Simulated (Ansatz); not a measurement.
Reaction (ligand exchange at the Al–O bond): `O[SiH](Br)[O][AlH2]` + `O=CN[SiH3]` → `O=C[N]([AlH2])[SiH3]` + `O[SiH](O)Br`

Isolated molecules relaxed with PBE0-D4/def2-TZVP in Ansatz; ΔE leaves out vibrations. CBS: MP2 limit from def2 TZ/QZ plus the TZ coupled-cluster correction, frozen cores. Functionals use def2-TZVPP. B3LYP here is the variant with VWN-RPA as its local correlation; programs differ in this. For Br outer-core shells are correlated without core-valence functions, which leaves a few kJ/mol of doubt a bond. Scalar relativity is left out up to krypton. One conformer a species, not always the lowest.

`O[SiH](Br)[O][AlH2]`:

Z-matrix (Å, degrees):
```
Si
Br 1 2.232
O 1 1.604 2 107.4
O 1 1.628 2 109.0 3 -123.4
H 1 1.469 2 109.0 3 120.6
Al 3 1.692 1 165.5 2 -44.4
H 4 0.959 1 118.7 2 42.9
H 6 1.576 3 117.2 1 149.4
H 6 1.578 3 117.8 1 -31.7
```

`O=CN[SiH3]`:

```xyz
9

O    -0.579   -0.261   -1.869
C     0.262    0.462   -1.386
N     0.516    0.498   -0.055
Si   -0.410   -0.545    1.019
H     0.882    1.143   -1.997
H     1.234    1.128    0.265
H    -1.851   -0.213    0.963
H    -0.186   -1.971    0.692
H     0.131   -0.241    2.368
```

`O=C[N]([AlH2])[SiH3]`:

```xyz
11

O    -1.982    1.146    0.448
C    -0.967    1.167   -0.213
N    -0.002    0.195   -0.137
Al    1.504    0.257   -1.143
Si   -0.441   -1.060    1.037
H    -0.759    1.985   -0.927
H     1.634    1.500   -2.108
H     2.548   -0.910   -0.983
H    -1.680   -1.764    0.633
H    -0.556   -0.502    2.403
H     0.700   -2.012    0.991
```

`O[SiH](O)Br`:

Z-matrix (Å, degrees):
```
Si
O 1 1.631
Br 1 2.230 2 107.4
O 1 1.621 2 109.9 3 -121.9
H 1 1.469 2 113.6 3 119.3
H 2 0.958 1 117.9 3 -25.3
H 4 0.959 1 118.6 2 53.3
```

```
             level  ΔE (kJ/mol)
         r2SCAN-D4         74.2
           PBE0-D4         70.6
          B3LYP-D4         78.3
CCSD(T)/def2-TZVPP         71.9
    MP2/def2-QZVPP         72.9
SCS-MP2/def2-QZVPP         76.8
      HF/CBS(def2)         95.3
     MP2/CBS(def2)         72.9
```

What does CCSD(T)/CBS give? (Best estimate.)

Ansatz gave: +73.1 kJ/mol. The listed levels differ from it by 1.1, -2.5, 5.2, -1.2, -0.2, 3.7, 22.2, -0.2 kJ/mol.

Largest T1 diagnostic among the species: 0.015.

The D4 term adds −3.8 kJ/mol with B3LYP and −1.8 kJ/mol with PBE0; it sums over pairs of atoms, weighted by their polarisabilities, and B3LYP, whose exchange is more repulsive, gets the larger term. From PBE to PBE0 (25 % exact exchange), in def2-TZVPP and without D4, ΔE moves by +3.2 kJ/mol.
